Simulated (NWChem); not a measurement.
Everything below was run with NWChem. System: HCl$_{3}$Si, charge 0, spin multiplicity 1, at a geometry optimised with B3LYP/def2-SVP. The structure started from a generated list of species. Level: MP2/def2-SVPD, 20 core orbitals frozen.

Output (cleaned and shortened):

```
             Northwest Computational Chemistry Package (NWChem) 7.3.0
             --------------------------------------------------------

                                NWChem Input Module
                                -------------------

 Scaling coordinates for geometry "geometry" by  1.889725989
 (inverse scale =  0.529177249)

 Turning off AUTOSYM since
 SYMMETRY directive was detected!

                             Geometry "geometry" -> ""
                             -------------------------

 Output coordinates in angstroms (scale by  1.889725989 to convert to a.u.)

  No.       Tag          Charge          X              Y              Z
 ---- ---------------- ---------- -------------- -------------- --------------
    1 Si                  14.0000     0.03249300     0.50697400     0.00000000
    2 Cl                  17.0000    -0.97933700    -0.11593000     1.67994700
    3 Cl                  17.0000    -0.97933700    -0.11593000    -1.67994700
    4 Cl                  17.0000     1.92445400    -0.30205300     0.00000000
    5 H                    1.0000     0.12682900     1.97888800     0.00000000

 Effective nuclear repulsion energy (a.u.)     334.4877882287

            Nuclear Dipole moment (a.u.)
            ----------------------------
        X                 Y               Z
 ---------------- ---------------- ----------------
    -0.0000170075     0.0000056692     0.0000000000

      Symmetry information
      --------------------

 Group name             Cs
 Group number              2
 Group order               2
 No. of unique centers     4

      Symmetry unique atoms

     1    2    4    5


 Summary of "ao basis" -> "" (spherical)
 ------------------------------------------------------------------------------
       Tag                 Description            Shells   Functions and Types
 ---------------- ------------------------------  ------  ---------------------
 *                         def2-svpd                  on all atoms

 Summary of "ao basis" -> "ao basis" (spherical)
 ------------------------------------------------------------------------------
       Tag                 Description            Shells   Functions and Types
 ---------------- ------------------------------  ------  ---------------------
 Si                        def2-svpd                10       24   5s3p2d
 Cl                        def2-svpd                11       27   5s4p2d
 H                         def2-svpd                 4        8   2s2p

                                 NWChem SCF Module
                                 -----------------

  ao basis        = "ao basis"
  functions       =   113
  atoms           =     5
  closed shells   =    33
  open shells     =     0
  charge          =   0.00
  wavefunction    = RHF
  use symmetry    = T
  symmetry adapt  = T

 Summary of "ao basis" -> "ao basis" (spherical)
 ------------------------------------------------------------------------------
       Tag                 Description            Shells   Functions and Types
 ---------------- ------------------------------  ------  ---------------------
 Si                        def2-svpd                10       24   5s3p2d
 Cl                        def2-svpd                11       27   5s4p2d
 H                         def2-svpd                 4        8   2s2p

      Symmetry analysis of basis
      --------------------------

        a'         69
        a"         44

 Forming initial guess at       0.0s

      Superposition of Atomic Density Guess
      -------------------------------------

 Sum of atomic energies:       -1667.22693462

      Non-variational initial energy
      ------------------------------

 Total energy =   -1668.168298
 1-e energy   =   -2972.455484
 2-e energy   =     969.799398
 HOMO         =      -0.400969
 LUMO         =       0.036190

      Symmetry analysis of molecular orbitals - initial
      -------------------------------------------------

  Numbering of irreducible representations:

     1 a'          2 a"

  Orbital symmetries:

     1 a'          2 a"          3 a'          4 a'          5 a'
     6 a"          7 a'          8 a'          9 a"         10 a'
[...]
    88      0.235102  4 Cl py                34      0.233407  2 Cl py
    61      0.233407  3 Cl py                 4     -0.182946  1 Si s

 Vector   33  Occ=2.000000D+00  E=-4.702398D-01  Symmetry=a"
              MO Center= -1.0D-02, -1.6D-01, -1.3D-14, r^2= 4.9D+00
   Bfn.  Coefficient  Atom+Function         Bfn.  Coefficient  Atom+Function
  ----- ------------  ---------------      ----- ------------  ---------------
    92      0.382567  4 Cl pz                36     -0.330631  2 Cl px
    63      0.330631  3 Cl px                89      0.280863  4 Cl pz
    33     -0.242734  2 Cl px                60      0.242734  3 Cl px
    38     -0.191279  2 Cl pz                65     -0.191279  3 Cl pz
    86      0.161115  4 Cl pz

 Vector   34  Occ=0.000000D+00  E= 7.751323D-02  Symmetry=a'
              MO Center= -1.8D-02, -2.8D-01, -4.4D-15, r^2= 1.7D+01
   Bfn.  Coefficient  Atom+Function         Bfn.  Coefficient  Atom+Function
  ----- ------------  ---------------      ----- ------------  ---------------
     5      9.195884  1 Si s                  4     -2.519959  1 Si s
    29     -2.219035  2 Cl s                 56     -2.219035  3 Cl s
    83     -2.219029  4 Cl s                 13     -1.106161  1 Si py
    93      1.111460  4 Cl px                41      1.001435  2 Cl pz
    68     -1.001435  3 Cl pz                94     -0.737493  4 Cl py

 Vector   35  Occ=0.000000D+00  E= 9.602626D-02  Symmetry=a'
              MO Center=  8.0D-02,  1.3D+00,  4.9D-14, r^2= 9.6D+00
   Bfn.  Coefficient  Atom+Function         Bfn.  Coefficient  Atom+Function
  ----- ------------  ---------------      ----- ------------  ---------------
     4      3.391824  1 Si s                  5     -3.134647  1 Si s
    94     -0.364610  4 Cl py                29      0.357184  2 Cl s
    56      0.357184  3 Cl s                 83      0.357146  4 Cl s
    40     -0.346234  2 Cl py                67     -0.346234  3 Cl py
    24      0.286629  1 Si d  2              28     -0.264507  2 Cl s

 Vector   36  Occ=0.000000D+00  E= 9.889466D-02  Symmetry=a'
              MO Center=  7.0D-01, -3.1D-01, -1.9D-10, r^2= 1.6D+01
   Bfn.  Coefficient  Atom+Function         Bfn.  Coefficient  Atom+Function
  ----- ------------  ---------------      ----- ------------  ---------------
    93      1.443945  4 Cl px                83     -1.099911  4 Cl s
    39      0.855441  2 Cl px                66      0.855441  3 Cl px
    29      0.549948  2 Cl s                 56      0.549948  3 Cl s
    94     -0.515289  4 Cl py                12      0.442025  1 Si px
    20      0.392757  1 Si d -2              41     -0.363904  2 Cl pz

 center of mass
 --------------
 x =  -0.00225481 y =  -0.03517708 z =   0.00000000

 moments of inertia (a.u.)
 ------------------
         759.211930602527          41.694888782003           0.000000000000
          41.694888782003        1407.036946787078           0.000000000000
           0.000000000000           0.000000000000         756.537599615320

  Mulliken analysis of the total density
  --------------------------------------

    Atom       Charge   Shell Charges
 -----------   ------   -------------------------------------------------------
    1 Si  14    12.29   2.00  1.99  0.98 -0.48  0.01  5.94  1.07  0.51  0.39 -0.11
    2 Cl  17    17.56   2.00  1.99  1.21  0.75  0.02  5.94  2.09  3.28  0.22  0.02  0.03
    3 Cl  17    17.56   2.00  1.99  1.21  0.75  0.02  5.94  2.09  3.28  0.22  0.02  0.03
    4 Cl  17    17.56   2.00  1.99  1.21  0.75  0.02  5.94  2.09  3.28  0.22  0.02  0.03
    5 H    1     1.03   0.74  0.22  0.01  0.05

       Multipole analysis of the density wrt the origin
       ------------------------------------------------

     L   x y z        total         open         nuclear
     -   - - -        -----         ----         -------
     0   0 0 0     -0.000000      0.000000     66.000000

     1   1 0 0      0.028149      0.000000     -0.000017
     1   0 1 0      0.439218      0.000000      0.000006
     1   0 0 1     -0.000000      0.000000      0.000000

     2   2 0 0    -39.713720      0.000000    341.394440
     2   1 1 0      0.134431      0.000000    -19.784063
     2   1 0 1     -0.000000      0.000000      0.000000
     2   0 2 0    -37.624961      0.000000     34.004670
     2   0 1 1      0.000000      0.000000      0.000000
     2   0 0 2    -39.722327      0.000000    342.663424

                   NWChem MP2 Semi-direct Energy/Gradient Module
                   ---------------------------------------------

  Basis functions       =    113
  Molecular orbitals    =    113
  Frozen core           =     20
  Frozen virtuals       =      0
  Active alpha occupied =     13
  Active beta occupied  =     13
  Active alpha virtual  =     80
  Active beta virtual   =     80
  Use MO symmetry       = T
  Use skeleton AO sym   = T

  AO/Fock/Back tols     =   1.0D-09  1.0D-09  1.0D-09

 GA uses MA = F    GA memory limited = T

 Available:
  local mem=  1.26D+08
 global mem=  1.44D+08
 local disk=  0.00D+00
  mp2_memr nvloc                    80
  nvloc new                    80
   1 passes of  13:        3145728                      52568                  21980466.
   1 passes of  13: M    126153058           G      144153662           F     123007330.

 Semi-direct pass number   1 of   1  for RHF alpha+beta  at        2.0s
  vrange nnbf                  6210
  mp2_eaftype                    83  avail_ma_in_mb                  1099
 EAF : mp2_eaftype filesize          83   10990233.
  mp2_eaf for mointskh                     83
Node 0 wrote     51.7 Mb in      0.0 s     Agg I/O rate:  1417.4 Mb/s
 Done moints_semi at        4.0s
  mp2_eaftype                    83  avail_ma_in_mb                  1016
 EAF : mp2_eaftype filesize          83   10990233.
  mp2_eaf for kh                    83
 Done maket at        4.2s
 Done multipass loop at        4.2s

          -------------------------------------------
          SCF energy               -1667.664227199254
          Correlation energy          -0.530014430435
          Singlet pairs               -0.318638440312
          Triplet pairs               -0.211375990123
          Total MP2 energy         -1668.194241629689
          -------------------------------------------

          ---------------------------------------------------
                    Spin Component Scaled (SCS) MP2
          Same spin pairs                     -0.140917326749
          Same spin scaling factor             0.333333333333
          Opposite spin pairs                 -0.389097103686
          Opposite spin scaling fact.          1.200000000000
          SCS-MP2 correlation energy          -0.513888966673
          Total SCS-MP2 energy             -1668.178116165928
          ---------------------------------------------------

 -----------------------
 Performance information
 -----------------------

 Timer overhead =  9.75D-08 seconds/call

               Nr. of calls         CPU time (s)                 Wall time (s)                GFlops
             ---------------    -------------------     ------------------------------   -------------------
Name         Min   Avg   Max    Min     Avg     Max     Min     Avg     Max   Mx/calls   Min     Max     Sum
mp2: moin     1     1     1    2.0     2.0     2.0      2.0     2.0     2.0     2.0      0.0     0.0     0.0
mp2: make     1     1     1   0.15    0.15    0.15     0.15    0.15    0.15    0.15      0.0     0.0     0.0
mp2: tota     1     1     1    2.2     2.2     2.2      2.2     2.2     2.2     2.2      0.0     0.0     0.0

 The average no. of pstat calls per process was 3.00D+00
 with a timing overhead of 2.93D-07s

 Task  times  cpu:        4.2s     wall:        4.2s

 Total times  cpu:        4.2s     wall:        4.2s
```

Problem. Write an NWChem input that would produce this output.

Solution. Several could match; the one computed here: 
```
start mol
memory heap 200 mb stack 900 mb global 1100 mb
geometry units angstroms nocenter noautoz
  Si     0.032493     0.506974     0.000000
  Cl    -0.979337    -0.115930     1.679947
  Cl    -0.979337    -0.115930    -1.679947
  Cl     1.924454    -0.302053     0.000000
  H      0.126829     1.978888     0.000000
  symmetry group Cs
end
basis spherical
  * library def2-svpd
end
scf
  rhf
  nopen 0
  maxiter 100
  thresh 1e-7
  semidirect memsize 60000000 filesize 0
end
mp2
  freeze core 20
end
task mp2 energy
```
